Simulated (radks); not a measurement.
Values are calculated unless marked as measured or tabulated.
All-electron atom: the cadmium ion Cd4+ in [Kr] 4d8.

Level of theory: scalar-relativistic Kohn-Sham, BLYP, spin-polarised, spherical densities, point nucleus; open shells are filled with parallel spins first (spin-orbit coupling, left out, can overturn this in heavy ions) (a radial shooting solver on a logarithmic mesh with Libxc functionals).

Energy parts (eV):
total: -152136.983
kinetic: 158325.821
electron-nucleus: -365448.687
Hartree: 59154.300
exchange-correlation: -4168.418

Orbitals (lengths in bohr, moments of r in powers of bohr; <r^-3> diverges for s and p1/2; r(90%) holds 90 % of the orbital's charge):
| orbital | occ. | eigenvalue (eV) | r(90%) | <r^4> | <r^-3> |
|---|---|---|---|---|---|
| 1s up | 1 | -26585.43 | 0.0546 | 4.063e-06 | - |
| 1s down | 1 | -26585.43 | 0.0546 | 4.063e-06 | - |
| 2s up | 1 | -3994.346 | 0.203 | 0.0007171 | - |
| 2s down | 1 | -3993.876 | 0.203 | 0.0007170 | - |
| 2p up | 3 | -3590.060 | 0.187 | 0.0005146 | 4069 |
| 2p down | 3 | -3589.699 | 0.187 | 0.0005145 | 4070 |
| 3s up | 1 | -788.9069 | 0.528 | 0.03302 | - |
| 3s down | 1 | -788.6715 | 0.527 | 0.03299 | - |
| 3p up | 3 | -656.3576 | 0.537 | 0.03518 | 736.5 |
| 3p down | 3 | -656.0893 | 0.537 | 0.03513 | 736.3 |
| 3d up | 5 | -448.9304 | 0.529 | 0.03309 | 100.9 |
| 3d down | 5 | -448.5134 | 0.529 | 0.03302 | 100.9 |
| 4s up | 1 | -160.1048 | 1.26 | 1.092 | - |
| 4s down | 1 | -158.3495 | 1.26 | 1.092 | - |
| 4p up | 3 | -120.6329 | 1.38 | 1.583 | 129.6 |
| 4p down | 3 | -118.8486 | 1.39 | 1.590 | 130.0 |
| 4d up | 5 | -63.1461 | 1.77 | 4.171 | 12.23 |
| 4d down | 3 | -61.4487 | 1.78 | 4.321 | 12.16 |
| 5s up | 0 | -44.8285 | 3.04 | 36.58 | - |
| 5s down | 0 | -44.1273 | 3.07 | 38.07 | - |
| 5p up | 0 | -35.5589 | 3.47 | 62.17 | 19.31 |
| 5p down | 0 | -35.0578 | 3.50 | 64.84 | 18.63 |

The highest occupied level is 4d down at -61.449 eV. Spin moment in Bohr magnetons: 2. For comparison, the ionisation energy in NIST's Atomic Spectra Database is 68 eV (theoretical). In exact Kohn-Sham theory the highest level is minus the ionisation energy, but local and semilocal functionals leave it too shallow, through self-interaction and a potential that decays too fast; potentials with the right tail come closer.
